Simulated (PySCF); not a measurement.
Compound: C10H12.
Bonds: C1–C2, C2–C3, C2–C4, C4–C5 (aromatic), C5–C6 (aromatic), C6–C7 (aromatic), C7–C8 (aromatic), C8–C9 (aromatic), C8–C10, C4–C9 (aromatic), C7–C10. Hydrogens: H11, H12, H13 on C1; H14 on C2; H15, H16, H17 on C3; H18 on C5; H19 on C6; H20 on C9; H21, H22 on C10.

Probes without a nucleus sit at each ring's centroid and 1 Å off its mean plane on both sides; NICS is minus the shielding there, NICSzz its component along the normal. Level: GIAO PBE0/pcSseg-1 (PySCF, non-relativistic, gas phase) on the GFN2-xTB geometry, one conformer.

Ring bond lengths (Å), with Mayer bond orders in brackets: C4–C5 1.387 (1.46), C5–C6 1.409 (1.40), C6–C7 1.355 (1.49), C7–C8 1.379 (1.17), C8–C9 1.354 (1.50), C9–C4 1.416 (1.36); C7–C8 1.379 (1.17), C8–C10 1.489 (1.00), C10–C7 1.488 (1.01).

Problem. What do the NICS probes read (ppm)?

Solution. 
```tsv
ring	type	NICS(0)	NICS(1), two faces	NICS(1)zz, two faces	rms pucker (Å)	centre to ring atoms, mean (Å)
C4–C5–C6–C7–C8–C9	6-membered carbocycle; formal bonds all aromatic	-8.3	-11.5 / -11.5	-26.3 / -26.4	0.00	1.38
C7–C8–C10	3-membered carbocycle; formal bonds 1 aromatic, 2 single	-21.4	-7.1 / -7.1	-13.6 / -13.6	0.00	0.84
```

Problem. What can be read from them?

Solution. 
- C4–C5–C6–C7–C8–C9: mean NICS(1)zz -26.3 ppm, shielded. For a flat ring without four-coordinate atoms the NICS criterion counts such a value as aromatic, though in fused rings the probe also feels the neighbouring ring.
- C7–C8–C10: mean NICS(1)zz -13.6 ppm, shielded. C10 has four or more neighbours; no verdict on aromaticity is drawn. NICS(0) lies 14 ppm below the mean NICS(1).

Problem. How equal are the bonds by HOMA? HOMA takes Krygowski's 1993 parameters.

Solution. 
- C4–C5–C6–C7–C8–C9: HOMA 0.85 = 1 − EN − GEO, with mean bond length 1.383 Å, EN = α(Ropt − mean)² = 0.006 and GEO = α × variance = 0.147. The geometric and the magnetic index point the same way.

Problem. At the second NICS(1) probe listed for ring C4–C5–C6–C7–C8–C9, 1 Å off the ring, what do the in-plane components average?

Solution. The isotropic value is a third of the trace: (3 × -11.5 − (-26.4))/2 = -4.1 ppm.

Problem. What are the shieldings of the ring atoms and their hydrogens in the same run (means over atoms taken as equivalent)?

Solution. 
```csv
atoms,environment,σ isotropic (ppm),"principal values of the symmetric part, first atom (ppm)"
C4,substituted aromatic carbon,29.6,"-49.5, -28.4, 166.6"
C5,aromatic CH carbon,55.9,"-39.3, 32.5, 174.6"
C6,aromatic CH carbon,68.1,"-8.8, 34.7, 178.3"
C7,substituted aromatic carbon,55.3,"-96.3, 34.3, 227.9"
C8,substituted aromatic carbon,52.1,"-100.3, 30.0, 226.7"
C9,aromatic CH carbon,67.9,"-2.1, 45.9, 159.8"
C10,benzylic-type carbon,163.9,"137.9, 155.7, 198.3"
H18,aromatic hydrogen,24.42,"20.3, 22.3, 30.6"
H19,aromatic hydrogen,24.20,"20.0, 25.4, 27.1"
H20,aromatic hydrogen,24.36,"20.2, 25.2, 27.7"
H21 (×2),methylene hydrogen,28.21,"24.1, 24.3, 36.2"
```

The run took about 2.7 min of CPU time (with the writing of density and orbital grids) (one thread, shared machine). This is the whole shielding run at PBE0/pcSseg-1, SCF included.

Shape of the structure used: `[CH3:1][CH:2]([CH3:3])[c:4]1[cH:5][cH:6][c:7]2[c:8]([cH:9]1)[CH2:10]2`: C1–C2–C4–C5 -62°.
